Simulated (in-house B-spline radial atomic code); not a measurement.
Computed with a B-spline radial atomic code. Model: two electrons, singlet ground state, non-relativistic, full CI in B-splines with partial waves to l = 8 (at full coupling up to 3e-4 hartree above the limit, correlation up to 0.6 % small), density held at that of full coupling by Lieb maximisation.

W(λ) is the mean repulsion in the state of coupling λ less the Hartree energy of the fixed density. Its start is exact exchange, its initial slope is twice the second-order Görling-Levy correlation energy, and its area from 0 to 1 is E_xc. A straight curve means weak, dynamic correlation, and a curve that drops fast and flattens means strong correlation.

Command:
```bash
python run_ac.py task.json out
```
Settings (lengths in bohr, energies in hartree):
```
potential              gauss
strength               1.9
lmax                   8
second                 6.19
```

Run time, properties included: 48 s on 1 thread of Intel(R) Xeon(R) Processor @ 2.30GHz (shared host).

**W = mean repulsion less Hartree energy, and W of three functionals.**

Given: confinement Gaussian well; well depth 1.9 hartree; well width 6.19 bohr; external potential -V exp(-r^2/w^2).

Computed: LDA exchange minus exact 53.995 millihartree; PBE exchange minus exact 15.822 millihartree.

```json
{"coupling": "0", "W xc (hartree)": "-0.37343", "W xc minus exchange (millihartree)": "0", "kinetic minus Kohn-Sham (millihartree)": "0", "LDA (PW92) W minus its exchange (millihartree)": "0", "PBE W minus its exchange (millihartree)": "0", "SCAN W minus its exchange (millihartree)": "0"}
{"coupling": "0.02", "W xc (hartree)": "-0.37541", "W xc minus exchange (millihartree)": "-1.979", "kinetic minus Kohn-Sham (millihartree)": "0.02", "LDA (PW92) W minus its exchange (millihartree)": "-9.64", "PBE W minus its exchange (millihartree)": "-3.22", "SCAN W minus its exchange (millihartree)": "-1.87"}
{"coupling": "0.05", "W xc (hartree)": "-0.37828", "W xc minus exchange (millihartree)": "-4.854", "kinetic minus Kohn-Sham (millihartree)": "0.12", "LDA (PW92) W minus its exchange (millihartree)": "-18.92", "PBE W minus its exchange (millihartree)": "-7.59", "SCAN W minus its exchange (millihartree)": "-4.54"}
{"coupling": "0.12", "W xc (hartree)": "-0.38459", "W xc minus exchange (millihartree)": "-11.159", "kinetic minus Kohn-Sham (millihartree)": "0.65", "LDA (PW92) W minus its exchange (millihartree)": "-34.4", "PBE W minus its exchange (millihartree)": "-16.44", "SCAN W minus its exchange (millihartree)": "-10.33"}
{"coupling": "0.25", "W xc (hartree)": "-0.39496", "W xc minus exchange (millihartree)": "-21.528", "kinetic minus Kohn-Sham (millihartree)": "2.55", "LDA (PW92) W minus its exchange (millihartree)": "-54.36", "PBE W minus its exchange (millihartree)": "-29.82", "SCAN W minus its exchange (millihartree)": "-19.82"}
{"coupling": "0.4", "W xc (hartree)": "-0.40511", "W xc minus exchange (millihartree)": "-31.677", "kinetic minus Kohn-Sham (millihartree)": "5.83", "LDA (PW92) W minus its exchange (millihartree)": "-71.03", "PBE W minus its exchange (millihartree)": "-42.19", "SCAN W minus its exchange (millihartree)": "-29.23"}
{"coupling": "0.6", "W xc (hartree)": "?", "W xc minus exchange (millihartree)": "?", "kinetic minus Kohn-Sham (millihartree)": "?", "LDA (PW92) W minus its exchange (millihartree)": "?", "PBE W minus its exchange (millihartree)": "?", "SCAN W minus its exchange (millihartree)": "?"}
{"coupling": "0.8", "W xc (hartree)": "-0.42533", "W xc minus exchange (millihartree)": "-51.902", "kinetic minus Kohn-Sham (millihartree)": "17.69", "LDA (PW92) W minus its exchange (millihartree)": "-100.83", "PBE W minus its exchange (millihartree)": "-66.24", "SCAN W minus its exchange (millihartree)": "-48.74"}
{"coupling": "1", "W xc (hartree)": "-0.43283", "W xc minus exchange (millihartree)": "-59.405", "kinetic minus Kohn-Sham (millihartree)": "24.42", "LDA (PW92) W minus its exchange (millihartree)": "-111.44", "PBE W minus its exchange (millihartree)": "-75.25", "SCAN W minus its exchange (millihartree)": "-56.34"}
{"coupling": "1.4", "W xc (hartree)": "?", "W xc minus exchange (millihartree)": "?", "kinetic minus Kohn-Sham (millihartree)": "?", "LDA (PW92) W minus its exchange (millihartree)": "?", "PBE W minus its exchange (millihartree)": "?", "SCAN W minus its exchange (millihartree)": "?"}
{"coupling": "2", "W xc (hartree)": "-0.4567", "W xc minus exchange (millihartree)": "-83.266", "kinetic minus Kohn-Sham (millihartree)": "58.78", "LDA (PW92) W minus its exchange (millihartree)": "-145.62", "PBE W minus its exchange (millihartree)": "-105.42", "SCAN W minus its exchange (millihartree)": "-82.12"}
{"coupling": "3", "W xc (hartree)": "-0.4696", "W xc minus exchange (millihartree)": "-96.172", "kinetic minus Kohn-Sham (millihartree)": "90.5", "LDA (PW92) W minus its exchange (millihartree)": "-165.25", "PBE W minus its exchange (millihartree)": "-123.31", "SCAN W minus its exchange (millihartree)": "-96.9"}
{"coupling": "4.5", "W xc (hartree)": "-0.48103", "W xc minus exchange (millihartree)": "-107.6", "kinetic minus Kohn-Sham (millihartree)": "132.6", "LDA (PW92) W minus its exchange (millihartree)": "-183.78", "PBE W minus its exchange (millihartree)": "-140.48", "SCAN W minus its exchange (millihartree)": "-109.95"}
{"coupling": "7", "W xc (hartree)": "-0.4917", "W xc minus exchange (millihartree)": "-118.27", "kinetic minus Kohn-Sham (millihartree)": "192.56", "LDA (PW92) W minus its exchange (millihartree)": "-202.28", "PBE W minus its exchange (millihartree)": "-157.81", "SCAN W minus its exchange (millihartree)": "-121.32"}
{"coupling": "10", "W xc (hartree)": "-0.49902", "W xc minus exchange (millihartree)": "-125.59", "kinetic minus Kohn-Sham (millihartree)": "253.89", "LDA (PW92) W minus its exchange (millihartree)": "-215.76", "PBE W minus its exchange (millihartree)": "-170.54", "SCAN W minus its exchange (millihartree)": "-128.21"}
```

Problem. What belongs in the row 0.6?

Solution. W xc (hartree): -0.41626; W xc minus exchange (millihartree): -42.829; kinetic minus Kohn-Sham (millihartree): 11.37; LDA (PW92) W minus its exchange (millihartree): -87.79; PBE W minus its exchange (millihartree): -55.47; SCAN W minus its exchange (millihartree): -39.83.

Problem. What belongs in the row 1.4?

Solution. W xc (hartree): -0.4445; W xc minus exchange (millihartree): -71.068; kinetic minus Kohn-Sham (millihartree): 38.29; LDA (PW92) W minus its exchange (millihartree): -127.95; PBE W minus its exchange (millihartree): -89.63; SCAN W minus its exchange (millihartree): -68.63.

Problem. What is the SCAN exchange minus exact?

Solution. 1.0599 millihartree.

**Energy parts, natural occupations and partial-wave weights.**

Computed: correlation energy -0.034988 hartree; kinetic part of the DFT correlation energy 0.024417 hartree; initial slope twice GL2 -0.10016 hartree; kinetic part over minus potential part 0.41103; Hartree energy 0.74686 hartree; Kohn-Sham kinetic 0.33037 hartree; Lieb Oxford ratio E_xc over LDA exchange 1.2786.

| natural | occupation of the shell (electrons) |
| --- | --- |
| s | 1.9186 |
| p | 0.074837 |
| s | 0.0046062 |
| d | 0.0012941 |
| p | ? |
| f | 0.00014191 |

Problem. What belongs in the row p?

Solution. occupation of the shell (electrons): 0.00033225.

| wave | weight |
| --- | --- |
| s | 0.96163 |
| p | 0.037593 |
| d | ? |
| f | 7.8286e-05 |
| g | 1.6761e-05 |

Problem. What belongs in the row d?

Solution. weight: 0.00067524.

Problem. What is the total energy?

Solution. -2.5426 hartree.

Problem. What is the exchange energy?

Solution. -0.37343 hartree.

Half-way to full coupling W has made 63 % of its drop, against 50 % for a straight line, and second-order (GL2) theory, half the initial slope, overshoots the correlation energy by about 43 %: a marked bend. Over couplings 0 to 1 the errors in E_xc come to about +15 millihartree for LDA, +5.1 millihartree for PBE, +3.4 millihartree for SCAN, so SCAN is nearest. In LDA and PBE the errors of exchange and correlation have opposite signs, so the sum is smaller than the larger of the two.
